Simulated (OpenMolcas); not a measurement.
Computed levels of 4s² 4p² in ions with 32 electrons, in cm-1 above ³P₀.

```json
{
  "Program": "OpenMolcas",
  "Method": "SS-RASPT2, IPEA 0.25 Eh, imaginary shift 0.1 Eh",
  "Basis": "ANO-RCC-VQZP",
  "Scalar Hamiltonian": "DKH2, point nucleus",
  "Spin-orbit coupling": "RASSI with atomic mean-field integrals over the reference wave functions, term energies averaged over their components"
}
```

Active space for each ion: 2 electrons in 9 orbitals (RAS2 4p; RAS3 4d 5s, at most 1 electron); closed shells correlated by CASPT2: 3d 4s.

```json
{"Level": "³P₁", "Ge": "471", "Se2+": "1475", "Br3+": "2240"}
{"Level": "³P₂", "Ge": "1237", "Se2+": "3480", "Br3+": "5010"}
{"Level": "¹D₂", "Ge": "7880", "Se2+": "12770", "Br3+": "15790"}
{"Level": "¹S₀", "Ge": "19880", "Se2+": "31910", "Br3+": "37380"}
```

Problem. Estimate ³P₂, ¹D₂, ¹S₀ for As+ from its neighbours Ge and Se2+.

Solution. ³P₂ is fine structure, which grows about as the fourth power of a screened charge, so the fourth roots are averaged: ((1237^0.25 + 3480^0.25) / 2)^4 = 2145. The calculation gives 2230, so the estimate is off by -3.8 %; the measured value is 2541 (NIST Handbook of Basic Atomic Spectroscopic Data).
¹D₂ is another term, which grows about linearly with the charge: (7880 + 12770) / 2 = 10325. The calculation gives 9940, so the estimate is off by +3.9 %; the measured value is 10096 (NIST Handbook of Basic Atomic Spectroscopic Data).
¹S₀ is another term, which grows about linearly with the charge: (19880 + 31910) / 2 = 25895. The calculation gives 26200, so the estimate is off by -1.2 %; the measured value is 22599 (NIST Handbook of Basic Atomic Spectroscopic Data).

Term energies are means over components that CASPT2 splits; among the terms shown or strongly mixed into the levels shown the widest spread is 100 cm-1 (4s² 4p² ¹D, Br3+). Over all roots computed the reference weight is 0.90 to 0.97 in Se2+, 0.87 to 0.97 in Br3+; the roots of lowest weight are the least certain, and an intruder state may touch them. With the s shell closed, the reference lacks s² → p² mixing. No level of 4s² 4p 4d was computed, though it lies in the active space (holds for Ge). Some terms miss by over 15 % even with CASPT2, which points to a basis or an active space too small for the shells correlated (holds for Ge; As+). Measured partners are found by configuration, term and J. A level has none where our copy of the source lacks it or the pairing is in doubt (some pairs that miss far off the trend of their configuration count as doubtful), and it then counts in no deviation. Where the source uses jj or jK labels, the order within each J decides. Only configurations of the active space appear.
